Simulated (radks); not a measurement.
Task: These are the eigenvalues of the occupied orbitals of an atom or ion with whole-number occupations (Ry). Calculated with a radial shooting solver on a logarithmic mesh with Libxc functionals: scalar-relativistic Kohn-Sham, SOGGA, spin-polarised, spherical densities, point nucleus.

orbital  eigenvalue
1s up     -557.4854
1s down   -557.4851
2s up     -66.02714
2s down   -65.91025
2p up     -56.55973
2p down   -56.47107
3s up      -7.60138
3s down    -7.35855
3p up      -4.90687
3p down    -4.66877
3d up      -0.68615
3d down    -0.47344
4s up      -0.41490
4s down    -0.37311

Which element is it, and in what charge state? The configuration may be excited. Open shells, if any, are filled with parallel spins first.

Result: Z = 27, cobalt, charge 0: Co in [Ar] 3d7 4s2. The list shows which subshells hold electrons but not how many an open one holds; the 1s level, -278.74 hartree, gives Z - s = 23.6 by -(Z - s)^2/2, which with screening and relativity narrows Z to a few neighbours, and the depths of the outer levels then fix element, charge and occupations together.
